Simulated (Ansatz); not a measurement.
C2H8O2Si⁺, that is Si(OH)2Me2 with one electron fewer. Charge 1, multiplicity 2. Geometry PBE-D4/def2-SVP, that of the neutral singlet; atoms count from 1.

| atom | x (Å) | y (Å) | z (Å) |
| --- | --- | --- | --- |
| Si1 | -0.1566 | -0.1149 | 0.2944 |
| O2 | -1.7270 | 0.2931 | 0.7630 |
| H3 | -1.7731 | 0.7783 | 1.6054 |
| O4 | 0.5643 | -1.1453 | 1.4216 |
| H5 | 0.1073 | -1.9984 | 1.5241 |
| C6 | 0.9732 | 1.3807 | 0.2460 |
| H7 | 1.1009 | 1.8198 | 1.2567 |
| H8 | 0.5651 | 2.1654 | -0.4224 |
| H9 | 1.9810 | 1.1016 | -0.1238 |
| C10 | -0.3721 | -0.9403 | -1.3753 |
| H11 | -0.7848 | -0.2267 | -2.1174 |
| H12 | -1.0751 | -1.7961 | -1.3118 |
| H13 | 0.5969 | -1.3170 | -1.7604 |

Problem. Estimate the Mulliken populations from the PBE0/def2-TZVP orbitals of Ansatz.

Solution. 
```json
{"atom": "Si1", "charge (e)": "0.59", "spin (α − β)": "0.03"}
{"atom": "O2", "charge (e)": "-0.39", "spin (α − β)": "0.20"}
{"atom": "H3", "charge (e)": "0.37", "spin (α − β)": "0.00"}
{"atom": "O4", "charge (e)": "-0.39", "spin (α − β)": "0.20"}
{"atom": "H5", "charge (e)": "0.37", "spin (α − β)": "0.00"}
{"atom": "C6", "charge (e)": "-0.42", "spin (α − β)": "0.28"}
{"atom": "H7", "charge (e)": "0.21", "spin (α − β)": "0.01"}
{"atom": "H8", "charge (e)": "0.21", "spin (α − β)": "-0.01"}
{"atom": "H9", "charge (e)": "0.21", "spin (α − β)": "0.01"}
{"atom": "C10", "charge (e)": "-0.42", "spin (α − β)": "0.28"}
{"atom": "H11", "charge (e)": "0.21", "spin (α − β)": "0.01"}
{"atom": "H12", "charge (e)": "0.21", "spin (α − β)": "0.01"}
{"atom": "H13", "charge (e)": "0.21", "spin (α − β)": "-0.01"}
```
Mulliken values depend strongly on the basis.

Problem. Where does the spin sit?

Solution. Summed by element: Si 0.03, O 0.39, H 0.02, C 0.55, of 1 unpaired in all. Largest on single atoms: C10 0.28, C6 0.28, O4 0.20.

Problem. And the Mayer bond orders between heavy atoms (over 0.3)?

Solution. Si1–O2 1.25 (1.69 Å); Si1–O4 1.25 (1.69 Å); Si1–C6 0.89 (1.87 Å); Si1–C10 0.89 (1.87 Å).
